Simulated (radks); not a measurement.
Question: The mean radii <r> (bohr) of the occupied orbitals of an atom or ion are listed with their occupations. Method: non-relativistic Kohn-Sham, PBE, spin-polarised, spherical densities, point nucleus; computed with a radial shooting solver on a logarithmic mesh with Libxc functionals.

orbital  occ.      <r>
1s up       1  0.04499
1s down     1  0.04499
2s up       1   0.2000
2s down     1   0.2000
2p up       3   0.1728
2p down     3   0.1728
3s up       1   0.5850
3s down     1   0.5848
3p up       3   0.5942
3p down     3   0.5938
3d up       5   0.6272
3d down     5   0.6244
4s up       1    1.719
4s down     1    1.716
4p up       2    1.985

Name the element and its charge. Open shells, if any, are filled with parallel spins first.

Answer: Z = 34, selenium, charge +2: Se2+ in [Ar] 3d10 4s2 4p2. The 1s radius gives Z: for a bare nucleus <r> = 1.5/Z, 0.04412 bohr for Z = 34, and screening makes it slightly larger (0.04499 here). The occupations add up to 32, and the charge is Z minus that.
